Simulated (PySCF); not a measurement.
# SMILES C#CC1(c2ccccc2)CCC1, C12H12

Molfile (atoms numbered from 1):
```
C12H12
     RDKit          3D

 24 25  0  0  0  0  0  0  0  0999 V2000
   -1.6812   -2.1236    1.6072 C   0  0  0  0  0  0  0  0  0  0  0  0
   -1.3197   -1.1488    1.0139 C   0  0  0  0  0  0  0  0  0  0  0  0
   -0.8827    0.0251    0.2855 C   0  0  0  0  0  0  0  0  0  0  0  0
    0.5618   -0.1758   -0.0959 C   0  0  0  0  0  0  0  0  0  0  0  0
    0.8935   -0.7994   -1.2916 C   0  0  0  0  0  0  0  0  0  0  0  0
    2.2188   -0.9947   -1.6365 C   0  0  0  0  0  0  0  0  0  0  0  0
    3.2280   -0.5747   -0.7873 C   0  0  0  0  0  0  0  0  0  0  0  0
    2.9040    0.0300    0.4151 C   0  0  0  0  0  0  0  0  0  0  0  0
    1.5788    0.2246    0.7610 C   0  0  0  0  0  0  0  0  0  0  0  0
   -1.2507    1.3432    1.0129 C   0  0  0  0  0  0  0  0  0  0  0  0
   -2.4288    1.5294    0.0481 C   0  0  0  0  0  0  0  0  0  0  0  0
   -1.8726    0.4114   -0.8428 C   0  0  0  0  0  0  0  0  0  0  0  0
   -1.9993   -2.9772    2.1273 H   0  0  0  0  0  0  0  0  0  0  0  0
    0.1093   -1.1379   -1.9531 H   0  0  0  0  0  0  0  0  0  0  0  0
    2.4637   -1.4773   -2.5716 H   0  0  0  0  0  0  0  0  0  0  0  0
    4.2628   -0.7250   -1.0579 H   0  0  0  0  0  0  0  0  0  0  0  0
    3.6864    0.3508    1.0877 H   0  0  0  0  0  0  0  0  0  0  0  0
    1.3323    0.6857    1.7064 H   0  0  0  0  0  0  0  0  0  0  0  0
   -1.5034    1.2445    2.0669 H   0  0  0  0  0  0  0  0  0  0  0  0
   -0.4820    2.1046    0.8924 H   0  0  0  0  0  0  0  0  0  0  0  0
   -2.5091    2.5096   -0.4172 H   0  0  0  0  0  0  0  0  0  0  0  0
   -3.3851    1.2710    0.4981 H   0  0  0  0  0  0  0  0  0  0  0  0
   -1.3601    0.7894   -1.7252 H   0  0  0  0  0  0  0  0  0  0  0  0
   -2.5765   -0.3652   -1.1358 H   0  0  0  0  0  0  0  0  0  0  0  0
  1  2  3  0
  2  3  1  0
  3  4  1  0
  4  5  2  0
  5  6  1  0
  6  7  2  0
  7  8  1  0
  8  9  2  0
  3 10  1  0
 10 11  1  0
 11 12  1  0
 12  3  1  0
  9  4  1  0
  1 13  1  0
  5 14  1  0
  6 15  1  0
  7 16  1  0
  8 17  1  0
  9 18  1  0
 10 19  1  0
 10 20  1  0
 11 21  1  0
 11 22  1  0
 12 23  1  0
 12 24  1  0
M  END
```

Theory: GIAO PBE0/pcSseg-1 magnetisability, rotational g tensor and spin-rotation constants, non-relativistic, gas phase (PySCF 2.14.0). Geometry: GFN2-xTB.

Problem. Give the nuclear spin-rotation constants along the inertial axes (H = +C I·J) beside the isotropic shieldings.

Solution. Rotational constants 1.7268, 0.6621, 0.6303 GHz. A star marks the isotopologue with that one atom substituted, in its own axes.
```
atom  isotope  Caa (kHz)  Cbb (kHz)  Ccc (kHz)  mean (kHz)  σ (ppm)
 H13       1H     -0.182      0.010     -0.074      -0.082     29.8
 H14       1H     -0.090     -0.068      0.042      -0.038     24.2
 H15       1H     -0.084     -0.065      0.039      -0.037     24.1
 H16       1H      0.198     -0.065     -0.065       0.022     24.2
 H17       1H     -0.083     -0.065      0.039      -0.036     24.1
 H18       1H     -0.091     -0.068      0.043      -0.039     24.2
 H19       1H     -0.134     -0.044     -0.016      -0.065     29.0
 H20       1H     -0.093     -0.023     -0.054      -0.057     29.1
 H21       1H     -0.191      0.026     -0.070      -0.079     29.8
 H22       1H      0.048     -0.057     -0.073      -0.027     29.2
 H23       1H     -0.094     -0.025     -0.051      -0.057     29.1
 H24       1H     -0.133     -0.042     -0.019      -0.065     29.0
  C1     13C*      0.485      0.071      0.193       0.250    108.9
  C2     13C*      0.646      0.013      0.248       0.302     90.0
  C3     13C*      0.296      0.125      0.098       0.173    149.0
  C4     13C*      0.883      0.082      0.268       0.411     31.0
  C5     13C*      0.672      0.070      0.283       0.342     55.6
  C6     13C*      0.675      0.070      0.288       0.344     53.0
  C7     13C*      0.847      0.068      0.220       0.378     55.6
 C10     13C*      0.279      0.104      0.121       0.168    150.2
 C11     13C*      0.276      0.093      0.073       0.148    170.3
```
For the geometry as given, no vibrational averaging.
